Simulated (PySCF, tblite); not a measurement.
Isomers of C6H10N2Si. All values are computed: GFN2-xTB (tblite) harmonic vibrations without scaling, gas phase. Against measured fundamentals such values can be off by several per cent, at times by over 20. Modes of hydrogen on silicon can be 10 to 20 % off. One conformer each.

Electronic energies: PBE0/pcSseg-1 single points on the GFN2-xTB geometries (PySCF, gas phase).

```
                           SMILES  electronic energy, lowest = 0 (kcal/mol)
               [SiH3]c1ccnn1C1CC1                                      16.3
                 [SiH3]NNc1ccccc1                                       0.0
CN[C@@H]1[SiH2][C@@]12C[C@@H]2C#N                                      50.4
                 CCc1nnccc1[SiH3]                                      11.6
```

Question: How do GFN2-xTB zero-point energies change the relative energies?

Answer: 
| SMILES | ZPE (kcal/mol) | of it from modes above 1550 cm⁻¹ | electronic (kcal/mol) | with ZPE, lowest = 0 (kcal/mol) | lowest mode (cm⁻¹) | rings |
| --- | --- | --- | --- | --- | --- | --- |
| [SiH3]NNc1ccccc1 | 90.0 | 45.9 | 0.0 | 0.0 | 54 | 1 |
| CCc1nnccc1[SiH3] | 89.9 | 40.1 | 11.6 | 11.5 | 72 | 1 |
| [SiH3]c1ccnn1C1CC1 | 90.7 | 40.9 | 16.3 | 17.0 | 30 | 2 |
| CN[C@@H]1[SiH2][C@@]12C[C@@H]2C#N | 90.8 | 45.0 | 50.4 | 51.3 | 67 | 2 |

The zero-point energies span 0.9 kcal/mol, from `CCc1nnccc1[SiH3]` to `CN[C@@H]1[SiH2][C@@]12C[C@@H]2C#N`. The order is unchanged.

Question: And how do the electronic energies of GFN2-xTB itself compare?

Answer: `[SiH3]NNc1ccccc1` 0.0; `CCc1nnccc1[SiH3]` 13.0; `[SiH3]c1ccnn1C1CC1` 7.9; `CN[C@@H]1[SiH2][C@@]12C[C@@H]2C#N` 67.7 kcal/mol, lowest = 0. Against the energies above, taken from the same isomer `[SiH3]NNc1ccccc1`, the largest difference is 17.3 kcal/mol.

Question: What do entropy and thermal enthalpy add at 298.15 K and 1 bar (rigid rotor, harmonic oscillator, one conformer each)?

Answer: 
```json
{"SMILES": "[SiH3]NNc1ccccc1", "point group": "C1", "symmetry number": "1", "S (cal/(mol K))": "96.6", "H − H(0) (kcal/mol)": "6.72", "ZPE + H − H(0) − TS (kcal/mol)": "67.9"}
{"SMILES": "CCc1nnccc1[SiH3]", "point group": "C1", "symmetry number": "1", "S (cal/(mol K))": "97.6", "H − H(0) (kcal/mol)": "6.90", "ZPE + H − H(0) − TS (kcal/mol)": "67.7"}
{"SMILES": "[SiH3]c1ccnn1C1CC1", "point group": "C1", "symmetry number": "1", "S (cal/(mol K))": "96.7", "H − H(0) (kcal/mol)": "6.55", "ZPE + H − H(0) − TS (kcal/mol)": "68.4"}
{"SMILES": "CN[C@@H]1[SiH2][C@@]12C[C@@H]2C#N", "point group": "C1", "symmetry number": "1", "S (cal/(mol K))": "100.4", "H − H(0) (kcal/mol)": "7.26", "ZPE + H − H(0) − TS (kcal/mol)": "68.2"}
```
